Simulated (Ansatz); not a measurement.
Ge₁₃F₂₀, 33 atoms. Hardware: 11 threads of AMD EPYC 7R13 on a shared host and a whole NVIDIA H100 80GB HBM3.

Correlated methods freeze 137 core orbitals; core or outer-core shells of Ge are correlated, in sets that lack core-valence functions. Single mean-field runs in def2-SVP, def2-TZVP are fitted with def2-universal-jkfit.

Q: How many basis functions does each of these Ansatz runs have, and roughly what does it cost? PBE0-D4/def2-TZVP, charge 1 doublet at the geometry of the charge 0 singlet, energy; RPA@PBE/def2-SVP, charge 0 singlet, energy, from earlier orbitals; r2SCANh-D4/def2-TZVP, charge 0 singlet, energy, from earlier orbitals; PBE-D4/def2-TZVP, charge 0 triplet at the geometry of the charge 0 singlet, energy, from earlier orbitals; PBE0-D4/def2-TZVP, charge -1 doublet at the geometry of the charge 0 singlet, energy; r2SCAN-D4/def2-TZVP, charge 0 singlet, energy, from earlier orbitals; MP2/def2-SVP, charge 0 singlet, energy, from earlier orbitals; PBE-D4/def2-SVP, charge 0 singlet, energy, from earlier orbitals; HF/STO-3G, charge 0 singlet, energy; PBE0-D4/def2-SVP, charge 0 singlet, energy, from earlier orbitals; PBE-D4/def2-TZVP, charge 0 singlet, energy and forces, from earlier orbitals; PBE0-D4/def2-TZVP, charge 0 triplet at the geometry of the charge 0 singlet, energy.

A: Other jobs shared the machine, so times can vary by a factor of up to 3. A dash marks memory too small to be measured apart from the calling script's.

```json
{"run": "PBE-D4/def2-SVP, charge 0 singlet, energy, from earlier orbitals", "functions": "696", "fitting or Cholesky vectors": "4998", "wall time": "4.9 s", "peak host memory (GiB)": "–"}
{"run": "HF/STO-3G, charge 0 singlet, energy", "functions": "334", "fitting or Cholesky vectors": "3873", "wall time": "6.5 s", "peak host memory (GiB)": "–"}
{"run": "PBE0-D4/def2-SVP, charge 0 singlet, energy, from earlier orbitals", "functions": "696", "fitting or Cholesky vectors": "4998", "wall time": "7 s", "peak host memory (GiB)": "–"}
{"run": "PBE-D4/def2-TZVP, charge 0 singlet, energy and forces, from earlier orbitals", "functions": "1244", "fitting or Cholesky vectors": "4998", "wall time": "7.5 s", "peak host memory (GiB)": "–"}
{"run": "r2SCAN-D4/def2-TZVP, charge 0 singlet, energy, from earlier orbitals", "functions": "1244", "fitting or Cholesky vectors": "4998", "wall time": "7.5 s", "peak host memory (GiB)": "–"}
{"run": "r2SCANh-D4/def2-TZVP, charge 0 singlet, energy, from earlier orbitals", "functions": "1244", "fitting or Cholesky vectors": "4998", "wall time": "12 s", "peak host memory (GiB)": "–"}
{"run": "MP2/def2-SVP, charge 0 singlet, energy, from earlier orbitals", "functions": "696", "fitting or Cholesky vectors": "6628", "wall time": "12 s", "peak host memory (GiB)": "–"}
{"run": "RPA@PBE/def2-SVP, charge 0 singlet, energy, from earlier orbitals", "functions": "696", "fitting or Cholesky vectors": "6628", "wall time": "15 s", "peak host memory (GiB)": "5.2"}
{"run": "PBE0-D4/def2-TZVP, charge -1 doublet at the geometry of the charge 0 singlet, energy", "functions": "1244", "fitting or Cholesky vectors": "4998", "wall time": "23 s", "peak host memory (GiB)": "2.2"}
{"run": "PBE-D4/def2-TZVP, charge 0 triplet at the geometry of the charge 0 singlet, energy, from earlier orbitals", "functions": "1244", "fitting or Cholesky vectors": "4998", "wall time": "24 s", "peak host memory (GiB)": "2.2"}
{"run": "PBE0-D4/def2-TZVP, charge 1 doublet at the geometry of the charge 0 singlet, energy", "functions": "1244", "fitting or Cholesky vectors": "4998", "wall time": "35 s", "peak host memory (GiB)": "2.2"}
{"run": "PBE0-D4/def2-TZVP, charge 0 triplet at the geometry of the charge 0 singlet, energy", "functions": "1244", "fitting or Cholesky vectors": "4998", "wall time": "40 s", "peak host memory (GiB)": "2.3"}
```
